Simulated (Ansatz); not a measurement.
B₂F₄, quintet, geometry from GFN2-xTB of the parent state (a higher spin typed on purpose: for a closed-shell molecule this is an excited state); HF/6-311G** (Ansatz, a quantum-chemistry and plane-wave program).

Input for Ansatz:
Ansatz 0.2 input:
```yaml
crystal:
  periodic: [false, false, false]
  atoms:
    - {symbol: F, position_ang: [-1.42154176, -1.23245128, -0.09967212]}
    - {symbol: B, position_ang: [-0.80422778, -0.04353446, -0.04293697]}
    - {symbol: F, position_ang: [-1.54844616, 1.07167991, -0.05889277]}
    - {symbol: B, position_ang: [0.80422778, 0.04353446, 0.04293697]}
    - {symbol: F, position_ang: [1.54844616, -1.07167991, 0.05889277]}
    - {symbol: F, position_ang: [1.42154176, 1.23245128, 0.09967212]}
basis:
  gaussian:
    orbitals: 6-311G__.json
hamiltonian:
  xc: hf
magnetization: {spin_polarized: true, initial_magnetization: 4}
```
The basis file holds 6-311G** in the JSON format of the Basis Set Exchange.

Problem. Write the output that Ansatz gives for this input, abridged.

Solution. 
```
Functional definition: HF
950 factors; integrals over basis functions are off by at most 4.9e-4 eV
mean field evaluation 1: about -12151.4711 eV, gradient 1.9e1 eV
mean field evaluation 2: about -12151.6163 eV, gradient 1.9e1 eV
mean field evaluation 4: about -12154.5227 eV, gradient 4.4e0 eV
mean field evaluation 8: about -12154.7415 eV, gradient 2.3e-1 eV
mean field evaluation 16: about -12154.7424 eV, gradient 6.1e-3 eV
mean field evaluation 32: about -12158.9426 eV, gradient 1.3e-5 eV
mean field evaluation 64: about -12152.8253 eV, gradient 3.3e1 eV
mean field evaluation 96: about -12158.9261 eV, gradient 2.4e-1 eV
mean field evaluation 128: about -12158.9157 eV, gradient 4.7e-2 eV
mean field evaluation 160: about -12157.5005 eV, gradient 9.2e0 eV
mean field evaluation 192: about -12158.3308 eV, gradient 3.4e0 eV
mean field evaluation 224: about -12158.9181 eV, gradient 2.7e-1 eV
mean field evaluation 256: about -12154.9174 eV, gradient 1.0e1 eV
mean field evaluation 288: about -12158.9212 eV, gradient 6.7e-1 eV
mean field evaluation 320: about -12152.2594 eV, gradient 2.0e1 eV
mean field evaluation 352: about -12156.8154 eV, gradient 9.0e-1 eV
mean field evaluation 384: about -12155.3067 eV, gradient 4.5e0 eV
mean field evaluation 416: about -12153.9095 eV, gradient 1.0e0 eV
mean field evaluation 448: about -12154.7424 eV, gradient 2.9e-5 eV
mean field -12158.94262640 eV, -446.8328998929 hartree, gradient 9.2e-6 eV, S^2 6.009345; 6 other end points of the search recorded, 0 dependent functions left out
reference -12158.94262640 eV, -446.8328998929 hartree; 25, 21 occupied and 83, 87 virtual orbitals, 950 factors
Total energy: -12158.94262640 eV, -446.8328998929 hartree
```
